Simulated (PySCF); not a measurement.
Ionisation energy of As⁺ by level of theory

As⁺ [Ar] 3d10 4s2 4p2 (3P) → As²⁺ [Ar] 3d10 4s2 4p1 (2P), as a difference of total energies. Computed with PySCF 2.14 in aug-cc-pwCVTZ-PP with ECP10MDF, with scalar relativity through the core potential. Correlated levels: valence: 3s2 3p6 3d10 frozen. The calculations carry no spin-orbit coupling.

```csv
method,ionisation energy (eV),difference from reference (eV)
UHF,17.977,-0.612
MP2 (valence),18.363,-0.226
SCS-MP2 (valence),18.286,-0.303
CCSD (valence),18.392,-0.197
CCSD(T) (valence),18.418,-0.171
```

Reference: 18.589 eV (measured; NIST Atomic Spectra Database, ionization energies).

The reference lies between the lowest fine-structure levels, while these numbers refer to the centres of the terms.

Errors of the correlated levels include the incompleteness of this basis and the frozen core.
